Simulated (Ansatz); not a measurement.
**MP2, SCS-MP2 and SOS-MP2 from spin components**

System: H₇OSi₂, charge +1, singlet, at a GFN2-xTB geometry. Level: MP2/def2-SV(P) (Ansatz, an electronic-structure program). Sums are taken with unrounded values, so a last digit can differ.

Here is a job for Ansatz.
Ansatz 0.2 input:
```yaml
crystal:
  periodic: [false, false, false]
  atoms:
    - {symbol: Si, position_ang: [1.57259310, -0.32787865, 0.43128443]}
    - {symbol: O, position_ang: [0.04546575, -0.19736209, -0.52085237]}
    - {symbol: Si, position_ang: [-1.59645535, 0.44638018, -0.13762810]}
    - {symbol: H, position_ang: [2.51490900, -0.40711010, -0.67455778]}
    - {symbol: H, position_ang: [1.51112540, 0.92190961, 1.16707567]}
    - {symbol: H, position_ang: [1.34061387, -1.54617037, 1.19083611]}
    - {symbol: H, position_ang: [0.08210873, -0.66697740, -1.36331658]}
    - {symbol: H, position_ang: [-2.19054693, -0.67297857, 0.57578869]}
    - {symbol: H, position_ang: [-2.06000854, 0.68633742, -1.49582128]}
    - {symbol: H, position_ang: [-1.22785623, 1.60486461, 0.65562572]}
basis:
  gaussian:
    orbitals: def2-SV_P_.json
total_charge: 1
magnetization: {spin_polarized: false}
correlation: {method: mp2}
```
The basis file holds def2-SV(P) in the JSON format of the Basis Set Exchange.

It gave an SCF energy of -656.333706 Eh, a same-spin correlation energy of -0.070791 Eh and an opposite-spin one of -0.263734 Eh.

### Question
Work out the MP2, SCS-MP2 (6/5 and 1/3) and SOS-MP2 (1.3 and 0) correlation and total energies.

### Answer
MP2: -0.263734 + (-0.070791) = -0.334525 Eh, total -656.668231 Eh, as the program printed. SCS-MP2: 1.2 × (-0.263734) + (-0.070791)/3 = -0.340078 Eh, total -656.673784 Eh. SOS-MP2: 1.3 × (-0.263734) = -0.342854 Eh, total -656.676560 Eh. Opposite spins carry 79 % of the MP2 correlation; same-spin pairs are already kept apart by exchange.
